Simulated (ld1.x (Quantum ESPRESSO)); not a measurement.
manganese (Mn): variants of one TM potential

Base potential:

```
Element                 : Mn (Z = 25)
Generator               : ld1.x (Quantum ESPRESSO) 7.5
Type                    : norm-conserving Troullier–Martins (Kleinman–Bylander form)
Functional              : PBE
Relativity              : scalar-relativistic
Frozen core             : [Ar]
Valence charge          : 7
Reference configuration : 3d5 4s1 4p1
Partial waves           : 4s (bound): rc 2.00 bohr; 4p (bound): rc 2.80 bohr; 3d (bound): rc 1.85 bohr
Local potential         : all-electron potential smoothed inside 2.15 bohr (lloc = -1)
Core correction         : none
```

Cutoffs, loose and tight: the cutoffs (Ry, on a coarse ladder) from which the occupation-weighted sum of valence levels, in a spherical-Bessel basis at the reference potential, stays within 10 and 1 mRy of its value at 400 Ry. They do not see the model core or the augmentation charge, which bear on the density cutoff. Test errors are all-electron minus pseudo excitation energies from the reference, over the configurations 3d5 4s2 4p0; 3d5 4s1 4p0; 3d5 4s0 4p0; 3d5 4s1.5 4p0; 3d5 4s0 4p1; 3d3 4s0 4p0; 3d4 4s2 4p1. A dash means not determined; rows that change the core or the reference have their own tests.

```csv
change,outcome,"cutoff, loose","cutoff, tight",bound ghosts,largest test error (meV)
base,generated,80 Ry,120 Ry,none,+90
wave 4p (bound): rc 2.80 bohr becomes 4p (bound): rc 1.84 bohr,generated,80 Ry,120 Ry,none,-141
wave 4p (bound): rc 2.80 bohr becomes 4p (bound): rc 2.36 bohr,generated,80 Ry,120 Ry,none,+90
wave 4p (bound): rc 2.80 bohr becomes 4p (bound): rc 2.72 bohr,generated,80 Ry,120 Ry,none,+90
wave 4p (bound): rc 2.80 bohr becomes 4p (bound): rc 2.92 bohr,generated,80 Ry,120 Ry,none,+90
wave 4p (bound): rc 2.80 bohr becomes 4p (bound): rc 3.44 bohr,generated,80 Ry,120 Ry,none,+86
wave 4p (bound): rc 2.80 bohr becomes 4p (bound): rc 4.26 bohr,generated,80 Ry,120 Ry,none,-134
```

(1) What comes out with this change to the base: wave 4p (bound): rc 2.80 bohr becomes 4p (bound): rc 3.86 bohr?

Results:

(1) outcome: generated; cutoff, loose: 80 Ry; cutoff, tight: 120 Ry; bound ghosts: none; largest test error (meV): -100.

Reading the sweep of the p radius (base included, trends over the rows without a ghost): The loose cutoff stays near 80 Ry. The median size of the test errors (rows with all tests solved) rises from 19.4 meV at 1.84 to 28.0 meV at 4.26 bohr. More of the atom is replaced by a form fitted at one configuration, so other configurations suffer as the radius grows.
